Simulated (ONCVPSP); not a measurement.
# F (Z = 9) ONCV: all-electron and pseudo phase curves

* Element: F (Z = 9)
* Generator: ONCVPSP 4.0.1
* Type: optimised norm-conserving Vanderbilt (ONCV)
* Functional: LDA (Perdew-Wang 92)
* Relativity: scalar-relativistic
* Frozen core: none
* Valence charge: 9
* Reference configuration: 1s2 2s2 2p3.5 (charge +1.5)
* Partial waves: 1s+2s: rc 0.40 bohr, ncon 5, nbas 8, qcut 32.7 1/bohr, 2 projectors; 2p: rc 1.10 bohr, ncon 4, nbas 7, qcut 11.1 1/bohr, 2 projectors, debl 3.5 Ha; d scattering state at 0.04 Ha: rc 1.15 bohr, ncon 4, nbas 8, qcut 10 1/bohr, 2 projectors, debl 3.6 Ha
* Local potential: polynomial inside 0.30 bohr (lpopt 5, dvloc0 1 Ha)
* Core correction: none

The phase is arctan(r·R′/R) of the radial function R(r), unwrapped; energies in Ha, scanned from -12 to 5 Ha. A pole is an energy at which the radial function vanishes at the test radius. The pseudo phase is shifted by a multiple of π to meet the all-electron one at the reference energy, and phase errors are pseudo minus all-electron; the curves can meet again beyond the range given. Levels narrower than the energy grid can be missing from the lists of poles.

```csv
channel,radius (bohr),reference energy (Ha),"poles, all-electron","poles, pseudo",unbroken range about the reference energy with phases within 0.05 rad,phase error 1 Ha above the reference energy (rad)
s,0.41,-2.09,none,none,the whole range,+0.000
p,1.12,-1.41,0.23,0.23,the whole range,-0.000
d,1.16,0.04,none,none,the whole range,-0.000
```

Note: no bound ghost flagged; GHOST(+) flagged for d at 108.3 eV.

Phases in the d channel:

```csv
E (Ha),all-electron,pseudo
-11.96,1.363,1.362
-11.08,1.353,1.353
-10.20,1.343,1.342
-9.32,1.330,1.330
-8.44,1.316,1.316
-7.56,1.300,1.299
-6.68,1.280,1.279
-5.80,1.255,1.255
-4.92,1.224,1.224
-4.04,1.184,1.183
-3.16,1.129,1.129
-2.28,1.050,1.050
-1.40,0.927,0.927
-0.52,0.717,0.717
0.36,0.328,0.328
1.24,-0.281,-0.282
2.12,-0.818,-0.818
3.00,-1.123,-1.124
3.88,-1.295,-1.298
4.76,-1.404,-1.401
```
